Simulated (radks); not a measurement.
Ga+, configuration [Ar] 3d10 4s2. Calculated with a radial shooting solver on a logarithmic mesh with Libxc functionals: scalar-relativistic Kohn-Sham, LDA (Slater exchange, VWN5 correlation), spin-polarised, spherical densities, point nucleus.

Normalised radial functions P(r) = r R(r), r in bohr:

```
   r/bohr * 3s, o 3d, + 4s (the largest magnitude, 1.34, reaches the edge; | marks zero, & curves that meet)
 0.001859                             & *
 0.002421                             o+*
 0.003153                             o+ *
 0.004138                             o+ *
 0.005388                             o+  *
 0.007073                             o+   *
  0.00921                             o +   *
  0.01199                             o +    *
  0.01574                             o +     *
   0.0205                             o +     *
   0.0269                             o +      *
  0.03503                             o +     *
  0.04562                             o+   *
  0.05987                             +&
  0.07796                        *   +| o
   0.1023                   *      +  |  o
   0.1333               *         +   |    o
   0.1735               *         +   |       o
   0.2278                      *    + |           o
   0.2966                             | +  *           o
   0.3893                             |     +            *o
   0.5069                             |      +              o    *
     0.66                             |   +                o    *
   0.8663                           + |                 o*
    1.128                    +        |         *   o
    1.481               +             |   *    o
    1.928              +              |*   o
    2.511                +            *  o
    3.295                     +       *o
    4.291                         +   &
    5.632                            +&
    7.334                             &
```

3s: eigenvalue -155.81 eV, 2 radial nodes at r = 0.0630, 0.267 bohr, <r> = 0.653 bohr, 90 % of the charge inside 0.979 bohr. 3d: eigenvalue -27.764 eV, 0 radial nodes, <r> = 0.808 bohr, 90 % of the charge inside 1.40 bohr. 4s: eigenvalue -16.655 eV, 3 radial nodes at r = 0.0627, 0.259, 0.806 bohr, <r> = 2.20 bohr, 90 % of the charge inside 3.31 bohr.
